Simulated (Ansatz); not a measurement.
`N[Si](F)[SiH3]` radical at its PBE0-D4/def2-TZVP geometry, where that method's forces vanish. Charge 0, multiplicity 2.

```
atom    x (Å)    y (Å)    z (Å)
  N1   0.2396   1.2122   1.3456
 Si2   1.0070   0.0277   0.3918
  F3   1.4399  -1.2753   1.2442
 Si4  -0.4368  -0.6425  -1.3314
  H5   0.7314   1.7664   2.0269
  H6  -0.7590   1.2505   1.4747
  H7   0.1093  -1.8596  -1.9848
  H8  -1.8139  -0.9350  -0.8368
  H9  -0.5177   0.4556  -2.3301
```

(1) For each bond, give half the difference of the two atoms' forces along it (eV/Å; positive pushes the atoms apart) under PBE-D4, r2SCAN-D4, B3LYP-D4, ωB97M-V in def2-TZVPP. (Estimate.)

Results:

(1) Computed: 
```
   bond  length (Å)  PBE-D4  r2SCAN-D4  B3LYP-D4  ωB97M-V
 N1–Si2       1.703    0.06       0.02      0.09     0.10
  N1–H5       1.007    0.19       0.01     -0.02    -0.04
  N1–H6       1.008    0.18       0.01     -0.02    -0.04
 Si2–F3       1.616    0.53       0.06      0.20     0.16
Si2–Si4       2.346   -0.15      -0.03      0.06     0.02
 Si4–H7       1.485    0.09      -0.01     -0.08    -0.11
 Si4–H8       1.492    0.09       0.00     -0.07    -0.12
 Si4–H9       1.486    0.08      -0.02     -0.07    -0.10
```

B3LYP here is the variant with VWN-RPA as its local correlation; programs differ in this.
